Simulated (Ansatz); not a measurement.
`NC#[C][GeH3]` + H₂ → `C#[C][GeH3]` + NH₃ at 500 K and 1 bar (hydrogenolysis of a C–N bond).

Gas-phase electronic energies from Ansatz, PBE0-D4/def2-TZVP geometries. CBS: MP2 limit from def2 TZ/QZ plus the TZ coupled-cluster correction, frozen cores. This one scheme is used for every species. For Ge outer-core shells are correlated without core-valence functions, which leaves a few kJ/mol of doubt a bond. Scalar relativity is left out up to krypton. Each species was taken in one conformer, which may not be the lowest.

```
       species  CCSD(T)/CBS energy (Eh)  H − E (kJ/mol)  S (J/(mol·K))
`NC#[C][GeH3]`              -2209.84954           198.2          401.3
            H₂                 -1.17544            41.0          145.5
 `C#[C][GeH3]`              -2154.54588           143.0          326.0
           NH₃                -56.50880           108.2          211.8
```

H − E and S are ideal-gas, rigid-rotor, harmonic terms from PBE0-D4/def2-TZVP, for one conformer and one mirror image of each species. The MP2-based limit puts H₂ 0.8 mEh under its directly extrapolated value; such offsets cancel only in part. 1 Eh = 2625.50 kJ/mol, R = 8.31446 J/(mol·K).

Problem. By hand: ΔE, ΔH, ΔS and ΔG.

Solution. ΔE = (-2154.54588) + (-56.50880) − (-2209.84954) − (-1.17544) = -0.02970 Eh = -78.0 kJ/mol. Δ(H − E) = 143.0 + 108.2 − 198.2 − 41.0 = 12.0, so ΔH = -66.0 kJ/mol. ΔS = 326.0 + 211.8 − 401.3 − 145.5 = -9.0 J/(mol·K). ΔG = -66.0 − 500 × (-9.0)/1000 = -61.5 kJ/mol.

Problem. By hand: the equilibrium constant, and the temperature at which ΔG would vanish if ΔH and ΔS stayed fixed.

Solution. log₁₀ K = −ΔG/(RT ln 10) = 6.4. ΔG = 0 at ΔH/ΔS = 7333 K, far beyond where these terms or the molecules hold.

The number of gas molecules stays the same, so ΔS is small and ΔH decides. A doubt of 5 kJ/mol in ΔE shifts log₁₀ K by 0.5 here. Other conformers and mirror images would add mixing entropy, several J/(mol·K) or more a flexible species. Modes under 60 cm⁻¹, often nearly free rotors, make the harmonic entropy too high. These are equilibria of isolated gas molecules and say nothing of rates. Largest T1 diagnostic: 0.012 (customary marks: 0.02 for closed shells, 0.045 for open ones).
